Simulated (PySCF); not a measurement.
Species: C9H10O.
Atom-mapped SMILES: `[CH3:1][O:2][c:3]1[cH:4][cH:5][cH:6][c:7]2[c:8]1[CH2:9][CH2:10]2` (hydrogens: H11, H12, H13 on C1; H14 on C4; H15 on C5; H16 on C6; H17, H18 on C9; H19, H20 on C10)

The same species was optimised twice, with GFN2-xTB and with PBE0-D3(BJ)/def2-SVP (PySCF), and the same property calculations (PySCF, gas phase) were run on both structures.

```tsv
coordinate	GFN2-xTB	PBE0-D3(BJ)/def2-SVP	change
O2–C3 (Å)	1.363	1.347	-0.016
C6–C7 (Å)	1.374	1.390	+0.016
C4–C5 (Å)	1.388	1.403	+0.015
C9–C10 (Å)	1.555	1.569	+0.014
C3–C8 (Å)	1.383	1.393	+0.010
C7–C10 (Å)	1.507	1.515	+0.008
C1–O2 (Å)	1.406	1.400	-0.006
C5–C6 (Å)	1.392	1.398	+0.006
C3–C4 (Å)	1.401	1.406	+0.005
C8–C9 (Å)	1.506	1.509	+0.003
C7–C8 (Å)	1.390	1.388	-0.002
C4–C3–C8 (°)	114.9	115.7	+0.8
C3–C4–C5 (°)	122.0	121.3	-0.7
C7–C8–C9 (°)	93.3	93.9	+0.6
O2–C3–C8 (°)	119.3	118.9	-0.4
C8–C9–C10 (°)	86.8	86.3	-0.5
O2–C3–C4 (°)	125.8	125.4	-0.4
C3–C8–C9 (°)	144.2	143.8	-0.4
C3–C8–C7 (°)	122.6	122.3	-0.3
C1–O2–C3–C4 (°)	0	0	0
```

Rotational constants: A = 2317, B = 1180, C = 793.3 MHz (GFN2-xTB) against A = 2287, B = 1182, C = 791.1 MHz (PBE0-D3(BJ)/def2-SVP). Point groups within 0.08 Å: Cs and Cs. Atoms that the bonding makes alike are paired by their places after alignment.

On the GFN2-xTB structure: HOMO (eV) -6.35 [PBE0/pcSseg-1]; LUMO (eV) 0.14 [PBE0/pcSseg-1]; dipole (D) 0.98 [PBE0/pcSseg-1]; GIAO shielding of C1 (ppm) 131.6 [PBE0/pcSseg-1]; GIAO shielding of O2 (ppm) 238.8 [PBE0/pcSseg-1]; GIAO shielding of C3 (ppm) 26.6 [PBE0/pcSseg-1]; GIAO shielding of C4 (ppm) 75.7 [PBE0/pcSseg-1]; GIAO shielding of C5 (ppm) 53.0 [PBE0/pcSseg-1]; GIAO shielding of C6 (ppm) 66.9 [PBE0/pcSseg-1]; GIAO shielding of C7 (ppm) 33.7 [PBE0/pcSseg-1]; GIAO shielding of C8 (ppm) 50.7 [PBE0/pcSseg-1].

Question: What do these properties become on the PBE0-D3(BJ)/def2-SVP structure?

Answer: 
| property | level | on GFN2-xTB | on PBE0-D3(BJ)/def2-SVP | change |
| --- | --- | --- | --- | --- |
| HOMO (eV) | PBE0/pcSseg-1 | -6.35 | -6.31 | +0.04 |
| LUMO (eV) | PBE0/pcSseg-1 | 0.14 | 0.09 | -0.05 |
| dipole (D) | PBE0/pcSseg-1 | 0.98 | 1.03 | +0.05 |
| energy, GFN2-xTB geometry as zero (kcal/mol) | PBE0/pcSseg-1 | 0.0 | -0.3 | -0.3 |
| GIAO shielding of C1 (ppm) | PBE0/pcSseg-1 | 131.6 | 130.8 | -0.8 |
| GIAO shielding of O2 (ppm) | PBE0/pcSseg-1 | 238.8 | 238.2 | -0.6 |
| GIAO shielding of C3 (ppm) | PBE0/pcSseg-1 | 26.6 | 26.1 | -0.5 |
| GIAO shielding of C4 (ppm) | PBE0/pcSseg-1 | 75.7 | 74.0 | -1.7 |
| GIAO shielding of C5 (ppm) | PBE0/pcSseg-1 | 53.0 | 49.9 | -3.1 |
| GIAO shielding of C6 (ppm) | PBE0/pcSseg-1 | 66.9 | 64.7 | -2.2 |
| GIAO shielding of C7 (ppm) | PBE0/pcSseg-1 | 33.7 | 32.3 | -1.4 |
| GIAO shielding of C8 (ppm) | PBE0/pcSseg-1 | 50.7 | 49.8 | -0.9 |

The heavy atoms differ by 0.013 Å rms after alignment. Among bonds between heavy atoms O2–C3, C4–C5 and C6–C7 change most and about equally (-0.016 to +0.016 Å). Changes are differences of the printed values. Neither structure is proved a minimum here.

Conformer computed: `[CH3:1][O:2][c:3]1[cH:4][cH:5][cH:6][c:7]2[c:8]1[CH2:9][CH2:10]2`: C1–O2–C3–C4 0°.
